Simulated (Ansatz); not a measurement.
Ansatz (a first-principles code) input (B3LYP-D3(BJ)/def2-TZVP):

Ansatz 0.2 input:
```yaml
crystal:
  periodic: [false, false, false]
  atoms:
    - {symbol: I, position_ang: [0.76530632, -0.00988043, 0.01397530]}
    - {symbol: H, position_ang: [-0.80528331, 0.02133882, 0.02779070]}
basis:
  gaussian:
    orbitals: def2-TZVP
hamiltonian:
  xc: b3lyp
  dispersion: d3bj
relax: {f_tol: 0.002, max_steps: 150}
```

End of the output:

```
the calculation of the forces begins
reference -8120.01727218 eV, -298.4051308073 hartree; 13, 13 occupied and 43, 43 virtual orbitals, 455 factors
relax step   2: F+E_penalty+E_count = -8120.04119894 eV  Δ(F+E_penalty+E_count) = -1.920e-2 eV  max|allowed force component| = 2.322e-1 eV/Å  Δτ_max = 0.0284 Å  (28 SCF iters, accepted)
these checks for a lower state are left out or cut short: starts, cluster_reference, orbital_swaps, neighbouring_geometries, increment
integrals: 0.01 GiB planned
455 factors; their error is unknown
mean field: 0.12 GiB planned
mean field -8120.01853782 eV, -298.4051773188 hartree, gradient 1.9e-5 eV, S^2 0.000000; 0 other end points of the search recorded, 0 dependent functions left out
the calculation of the forces begins
reference -8120.01870521 eV, -298.4051834700 hartree; 13, 13 occupied and 43, 43 virtual orbitals, 455 factors
relax step   3: F+E_penalty+E_count = -8120.04263674 eV  Δ(F+E_penalty+E_count) = -1.438e-3 eV  max|allowed force component| = 7.170e-3 eV/Å  Δτ_max = 0.0063 Å  (28 SCF iters, accepted)
these checks for a lower state are left out or cut short: starts, cluster_reference, orbital_swaps, neighbouring_geometries, increment
integrals: 0.01 GiB planned
455 factors; their error is unknown
mean field: 0.12 GiB planned
mean field evaluation 32: about -8119.7880 eV, gradient 2.4e-4 eV
mean field -8120.01853928 eV, -298.4051773721 hartree, gradient 1.9e-5 eV, S^2 0.000000; 0 other end points of the search recorded, 0 dependent functions left out
the calculation of the forces begins
reference -8120.01870667 eV, -298.4051835236 hartree; 13, 13 occupied and 43, 43 virtual orbitals, 455 factors
relax step   4: F+E_penalty+E_count = -8120.04263806 eV  Δ(F+E_penalty+E_count) = -1.320e-6 eV  max|allowed force component| = 1.304e-7 eV/Å  Δτ_max = 0.0002 Å  (28 SCF iters, accepted)
integrals: 0.01 GiB planned
455 factors; their error is unknown
mean field: 0.12 GiB planned
mean field -8120.01853928 eV, -298.4051773721 hartree, gradient 1.9e-5 eV, S^2 0.000000; 1 other end points of the search recorded, 0 dependent functions left out
the calculation of the forces begins
reference -8120.01870667 eV, -298.4051835236 hartree; 13, 13 occupied and 43, 43 virtual orbitals, 455 factors
Total energy: -8120.04280545 eV, -298.4060691375 hartree
Atom 0 at     0.787551    -0.010323     0.013780 Å, force    -0.000000     0.000000     0.000000 eV/Å
Atom 1 at    -0.827528     0.021781     0.027986 Å, force     0.000000    -0.000000    -0.000000 eV/Å
Dipole moment:    -0.096114     0.001910     0.000845 e Å
```
